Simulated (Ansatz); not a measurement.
Ansatz (a program for electronic structure) input (B3LYP-D3(BJ)/def2-TZVP):

Ansatz 0.2 input:
```yaml
crystal:
  periodic: [false, false, false]
  atoms:
    - {symbol: F, position_ang: [-1.36853232, 0.02754477, -1.59234489]}
    - {symbol: C, position_ang: [-1.07768948, 0.03619041, -0.29550993]}
    - {symbol: Cl, position_ang: [-1.90588858, -1.19689563, 0.57703619]}
    - {symbol: I, position_ang: [0.96571761, 0.37513548, 0.11876507]}
basis:
  gaussian:
    orbitals: def2-TZVP
hamiltonian:
  xc: b3lyp
  dispersion: d3bj
magnetization: {spin_polarized: true, initial_magnetization: 1}
phonons: {temperatures: {t_min: 298.15, t_max: 298.15, t_step: 100}}
```

Output:

```
Functional definition: B3LYP
integrals: 0.07 GiB planned
1010 factors; their error is unknown
mean field: 0.84 GiB planned
mean field evaluation 1: about -24378.8585 eV, gradient 1.9e1 eV
mean field evaluation 2: about -24376.2233 eV, gradient 3.3e1 eV
mean field evaluation 4: about -24380.2216 eV, gradient 1.4e0 eV
mean field evaluation 8: about -24380.2324 eV, gradient 1.2e-1 eV
mean field evaluation 16: about -24380.4956 eV, gradient 3.8e-4 eV
mean field -24380.49562739 eV, -895.9666886131 hartree, gradient 4.0e-5 eV, S^2 0.754796; 0 other end points of the search recorded, 0 dependent functions left out
the calculation of the forces begins
reference -24380.49584036 eV, -895.9666964396 hartree; 29, 28 occupied and 120, 121 virtual orbitals, 1010 factors
these checks for a lower state are left out or cut short: stability, starts, cluster_reference, orbital_swaps, neighbouring_geometries, increment
integrals: 0.07 GiB planned
1010 factors; their error is unknown
mean field: 0.84 GiB planned
mean field -24380.49559140 eV, -895.9666872906 hartree, gradient 1.2e-6 eV, S^2 0.754793; 0 other end points of the search recorded, 0 dependent functions left out
the calculation of the forces begins
reference -24380.49580437 eV, -895.9666951171 hartree; 29, 28 occupied and 120, 121 virtual orbitals, 1010 factors
these checks for a lower state are left out or cut short: stability, starts, cluster_reference, orbital_swaps, neighbouring_geometries, increment
integrals: 0.07 GiB planned
1010 factors; their error is unknown
mean field: 0.84 GiB planned
mean field evaluation 32: about -24380.4956 eV, gradient 2.2e-3 eV
mean field -24380.49562470 eV, -895.9666885144 hartree, gradient 1.2e-6 eV, S^2 0.754800; 0 other end points of the search recorded, 0 dependent functions left out
the calculation of the forces begins
reference -24380.49583767 eV, -895.9666963408 hartree; 29, 28 occupied and 120, 121 virtual orbitals, 1010 factors
these checks for a lower state are left out or cut short: stability, starts, cluster_reference, orbital_swaps, neighbouring_geometries, increment
integrals: 0.07 GiB planned
1010 factors; their error is unknown
mean field: 0.84 GiB planned
mean field -24380.49562113 eV, -895.9666883832 hartree, gradient 1.2e-6 eV, S^2 0.754796; 0 other end points of the search recorded, 0 dependent functions left out
the calculation of the forces begins
reference -24380.49583410 eV, -895.9666962097 hartree; 29, 28 occupied and 120, 121 virtual orbitals, 1010 factors
these checks for a lower state are left out or cut short: stability, starts, cluster_reference, orbital_swaps, neighbouring_geometries, increment
integrals: 0.07 GiB planned
1010 factors; their error is unknown
mean field: 0.84 GiB planned
mean field -24380.49561456 eV, -895.9666881415 hartree, gradient 1.2e-6 eV, S^2 0.754797; 0 other end points of the search recorded, 0 dependent functions left out
the calculation of the forces begins
reference -24380.49582753 eV, -895.9666959681 hartree; 29, 28 occupied and 120, 121 virtual orbitals, 1010 factors
these checks for a lower state are left out or cut short: stability, starts, cluster_reference, orbital_swaps, neighbouring_geometries, increment
integrals: 0.07 GiB planned
1010 factors; their error is unknown
mean field: 0.84 GiB planned
mean field -24380.49549125 eV, -895.9666836099 hartree, gradient 1.2e-6 eV, S^2 0.754788; 0 other end points of the search recorded, 0 dependent functions left out
the calculation of the forces begins
reference -24380.49570422 eV, -895.9666914364 hartree; 29, 28 occupied and 120, 121 virtual orbitals, 1010 factors
these checks for a lower state are left out or cut short: stability, starts, cluster_reference, orbital_swaps, neighbouring_geometries, increment
integrals: 0.07 GiB planned
[...]
1010 factors; their error is unknown
mean field: 0.84 GiB planned
mean field -24380.49558239 eV, -895.9666869592 hartree, gradient 1.1e-6 eV, S^2 0.754792; 0 other end points of the search recorded, 0 dependent functions left out
the calculation of the forces begins
reference -24380.49579533 eV, -895.9666947849 hartree; 29, 28 occupied and 120, 121 virtual orbitals, 1010 factors
these checks for a lower state are left out or cut short: stability, starts, cluster_reference, orbital_swaps, neighbouring_geometries, increment
integrals: 0.07 GiB planned
1010 factors; their error is unknown
mean field: 0.84 GiB planned
mean field evaluation 96: about -24380.4955 eV, gradient 1.1e-6 eV
mean field -24380.49551080 eV, -895.9666843287 hartree, gradient 1.1e-6 eV, S^2 0.754798; 0 other end points of the search recorded, 0 dependent functions left out
the calculation of the forces begins
reference -24380.49572375 eV, -895.9666921542 hartree; 29, 28 occupied and 120, 121 virtual orbitals, 1010 factors
these checks for a lower state are left out or cut short: stability, starts, cluster_reference, orbital_swaps, neighbouring_geometries, increment
integrals: 0.07 GiB planned
1010 factors; their error is unknown
mean field: 0.84 GiB planned
mean field -24380.49551601 eV, -895.9666845199 hartree, gradient 1.2e-6 eV, S^2 0.754794; 0 other end points of the search recorded, 0 dependent functions left out
the calculation of the forces begins
reference -24380.49572901 eV, -895.9666923474 hartree; 29, 28 occupied and 120, 121 virtual orbitals, 1010 factors
these checks for a lower state are left out or cut short: stability, starts, cluster_reference, orbital_swaps, neighbouring_geometries, increment
integrals: 0.07 GiB planned
1010 factors; their error is unknown
mean field: 0.84 GiB planned
mean field -24380.49554063 eV, -895.9666854249 hartree, gradient 1.1e-6 eV, S^2 0.754791; 0 other end points of the search recorded, 0 dependent functions left out
the calculation of the forces begins
reference -24380.49575358 eV, -895.9666932506 hartree; 29, 28 occupied and 120, 121 virtual orbitals, 1010 factors
these checks for a lower state are left out or cut short: stability, starts, cluster_reference, orbital_swaps, neighbouring_geometries, increment
integrals: 0.07 GiB planned
1010 factors; their error is unknown
mean field: 0.84 GiB planned
mean field -24380.49567198 eV, -895.9666902518 hartree, gradient 1.2e-6 eV, S^2 0.754802; 0 other end points of the search recorded, 0 dependent functions left out
the calculation of the forces begins
reference -24380.49588498 eV, -895.9666980792 hartree; 29, 28 occupied and 120, 121 virtual orbitals, 1010 factors
these checks for a lower state are left out or cut short: stability, starts, cluster_reference, orbital_swaps, neighbouring_geometries, increment
integrals: 0.07 GiB planned
1010 factors; their error is unknown
mean field: 0.84 GiB planned
mean field -24380.49555563 eV, -895.9666859759 hartree, gradient 1.1e-6 eV, S^2 0.754790; 0 other end points of the search recorded, 0 dependent functions left out
the calculation of the forces begins
reference -24380.49576857 eV, -895.9666938013 hartree; 29, 28 occupied and 120, 121 virtual orbitals, 1010 factors
these checks for a lower state are left out or cut short: stability, starts, cluster_reference, orbital_swaps, neighbouring_geometries, increment
integrals: 0.07 GiB planned
1010 factors; their error is unknown
mean field: 0.84 GiB planned
mean field evaluation 128: about -24380.4954 eV, gradient 4.3e-1 eV
mean field -24380.49563780 eV, -895.9666889957 hartree, gradient 1.2e-6 eV, S^2 0.754803; 0 other end points of the search recorded, 0 dependent functions left out
the calculation of the forces begins
reference -24380.49585080 eV, -895.9666968234 hartree; 29, 28 occupied and 120, 121 virtual orbitals, 1010 factors
these checks for a lower state are left out or cut short: stability, starts, cluster_reference, orbital_swaps, neighbouring_geometries, increment
integrals: 0.07 GiB planned
1010 factors; their error is unknown
mean field: 0.84 GiB planned
mean field -24380.49562283 eV, -895.9666884455 hartree, gradient 1.2e-6 eV, S^2 0.754800; 0 other end points of the search recorded, 0 dependent functions left out
the calculation of the forces begins
reference -24380.49583582 eV, -895.9666962727 hartree; 29, 28 occupied and 120, 121 virtual orbitals, 1010 factors
these checks for a lower state are left out or cut short: stability, starts, cluster_reference, orbital_swaps, neighbouring_geometries, increment
integrals: 0.07 GiB planned
1010 factors; their error is unknown
mean field: 0.84 GiB planned
mean field -24380.49558000 eV, -895.9666868715 hartree, gradient 1.2e-6 eV, S^2 0.754792; 0 other end points of the search recorded, 0 dependent functions left out
the calculation of the forces begins
reference -24380.49579295 eV, -895.9666946974 hartree; 29, 28 occupied and 120, 121 virtual orbitals, 1010 factors
these checks for a lower state are left out or cut short: stability, starts, cluster_reference, orbital_swaps, neighbouring_geometries, increment
integrals: 0.07 GiB planned
1010 factors; their error is unknown
mean field: 0.84 GiB planned
mean field -24380.49567963 eV, -895.9666905329 hartree, gradient 1.2e-6 eV, S^2 0.754806; 0 other end points of the search recorded, 0 dependent functions left out
the calculation of the forces begins
reference -24380.49589265 eV, -895.9666983614 hartree; 29, 28 occupied and 120, 121 virtual orbitals, 1010 factors
these checks for a lower state are left out or cut short: stability, starts, cluster_reference, orbital_swaps, neighbouring_geometries, increment
integrals: 0.07 GiB planned
1010 factors; their error is unknown
mean field: 0.84 GiB planned
mean field evaluation 160: about -24380.4955 eV, gradient 1.1e-6 eV
mean field -24380.49550318 eV, -895.9666840486 hartree, gradient 1.1e-6 eV, S^2 0.754787; 0 other end points of the search recorded, 0 dependent functions left out
the calculation of the forces begins
reference -24380.49571610 eV, -895.9666918732 hartree; 29, 28 occupied and 120, 121 virtual orbitals, 1010 factors
these checks for a lower state are left out or cut short: stability, starts, cluster_reference, orbital_swaps, neighbouring_geometries, increment
integrals: 0.07 GiB planned
1010 factors; their error is unknown
mean field: 0.84 GiB planned
mean field -24380.49566120 eV, -895.9666898556 hartree, gradient 1.2e-6 eV, S^2 0.754799; 0 other end points of the search recorded, 0 dependent functions left out
the calculation of the forces begins
reference -24380.49587418 eV, -895.9666976825 hartree; 29, 28 occupied and 120, 121 virtual orbitals, 1010 factors
these checks for a lower state are left out or cut short: stability, starts, cluster_reference, orbital_swaps, neighbouring_geometries, increment
integrals: 0.07 GiB planned
1010 factors; their error is unknown
mean field: 0.84 GiB planned
mean field -24380.49558491 eV, -895.9666870520 hartree, gradient 1.2e-6 eV, S^2 0.754794; 0 other end points of the search recorded, 0 dependent functions left out
the calculation of the forces begins
reference -24380.49579787 eV, -895.9666948782 hartree; 29, 28 occupied and 120, 121 virtual orbitals, 1010 factors
these checks for a lower state are left out or cut short: stability, starts, cluster_reference, orbital_swaps, neighbouring_geometries, increment
integrals: 0.07 GiB planned
1010 factors; their error is unknown
mean field: 0.84 GiB planned
mean field -24380.49562630 eV, -895.9666885731 hartree, gradient 1.2e-6 eV, S^2 0.754798; 0 other end points of the search recorded, 0 dependent functions left out
the calculation of the forces begins
reference -24380.49583928 eV, -895.9666963999 hartree; 29, 28 occupied and 120, 121 virtual orbitals, 1010 factors
these checks for a lower state are left out or cut short: stability, starts, cluster_reference, orbital_swaps, neighbouring_geometries, increment
integrals: 0.07 GiB planned
1010 factors; their error is unknown
mean field: 0.84 GiB planned
mean field -24380.49561498 eV, -895.9666881572 hartree, gradient 1.2e-6 eV, S^2 0.754794; 0 other end points of the search recorded, 0 dependent functions left out
the calculation of the forces begins
reference -24380.49582795 eV, -895.9666959834 hartree; 29, 28 occupied and 120, 121 virtual orbitals, 1010 factors
Total energy: -24380.70068137 eV, -895.9742242079 hartree
Atom 0 at    -1.368532     0.027545    -1.592345 Å, force    -0.000090    -0.000015     0.000444 eV/Å
Atom 1 at    -1.077689     0.036190    -0.295510 Å, force    -0.000627    -0.000329    -0.000518 eV/Å
Atom 2 at    -1.905889    -1.196896     0.577036 Å, force     0.000264     0.000306    -0.000179 eV/Å
Atom 3 at     0.965718     0.375135     0.118765 Å, force     0.000453     0.000038     0.000252 eV/Å
Dipole moment:     0.101127    -0.020759     0.088076 e Å
Vibrations: 193.92 279.09 411.14 476.24 824.92 1133.73 cm⁻¹, zero-point energy 0.205754 eV
```

It need not be the lowest isomer of its formula.
